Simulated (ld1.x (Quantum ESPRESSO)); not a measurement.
**V: variants of one TM potential**

Base potential:

ld1.x (Quantum ESPRESSO) 7.5 input, shortened:

```
&input
   title='V', zed=23., rel=1, dft='PBE', iswitch=3,
   config='[Ar] 3d3 4s1 4p0'
 /
 &inputp
   pseudotype=2, tm=.true., lloc=-1, rcloc=1.45,
   nlcc=.false.
 /
3
4S  1  0   1.00   0.00  2.55  2.55  0.0
3P  2  1   6.00   0.00  1.50  1.50  0.0
3D  3  2   3.00   0.00  1.80  1.80  0.0
 &test
   configts(1)='3p6 3d3 4s1 4p0'
 /
```

Cutoffs, loose and tight: the cutoffs (Ry, on a coarse ladder) from which the occupation-weighted sum of valence levels, in a spherical-Bessel basis at the reference potential, stays within 10 and 1 mRy of its value at 400 Ry. They do not see the model core or the augmentation charge, which bear on the density cutoff. Test errors are all-electron minus pseudo excitation energies from the reference, over the configurations 3p6 3d3 4s2 4p0; 3p6 3d3 4s0 4p0; 3p6 3d2 4s0 4p0; 3p6 3d3 4s0 4p1; 3p6 3d2 4s2 4p0; 3p6 3d3 4s0 4p2; 3p6 3d4 4s0 4p0. A dash means not determined; rows that change the core or the reference have their own tests.

A true bound ghost makes a file unfit for plane-wave use even where its test errors are small: the radial tests pick states by their node count and pass the ghost by.

| change | outcome | cutoff, loose | cutoff, tight | bound ghosts | largest test error (meV) |
| --- | --- | --- | --- | --- | --- |
| base | generated | 70 Ry | 90 Ry | s | +134 |
| core correction a·sin(br)/r model core inside 0.60 bohr | generated | 70 Ry | 90 Ry | s | -85 |
| core correction a·sin(br)/r model core inside 0.74 bohr | generated | 70 Ry | 90 Ry | s | -86 |
| core correction a·sin(br)/r model core inside 0.92 bohr | generated | 70 Ry | 90 Ry | s | -86 |
| core correction a·sin(br)/r model core inside 1.04 bohr | generated | 70 Ry | 90 Ry | s | -86 |
| core correction a·sin(br)/r model core inside 1.16 bohr | generated | 70 Ry | 90 Ry | s | -85 |
| core correction a·sin(br)/r model core inside 1.34 bohr | generated | 70 Ry | 90 Ry | s | -83 |
| core correction a·sin(br)/r model core inside 1.48 bohr | generated | 70 Ry | 90 Ry | s | -81 |
| core correction a·sin(br)/r model core inside 1.66 bohr | generated | 70 Ry | 90 Ry | s | +82 |
| core correction a·sin(br)/r model core inside 1.80 bohr | generated | 70 Ry | 90 Ry | s | +90 |
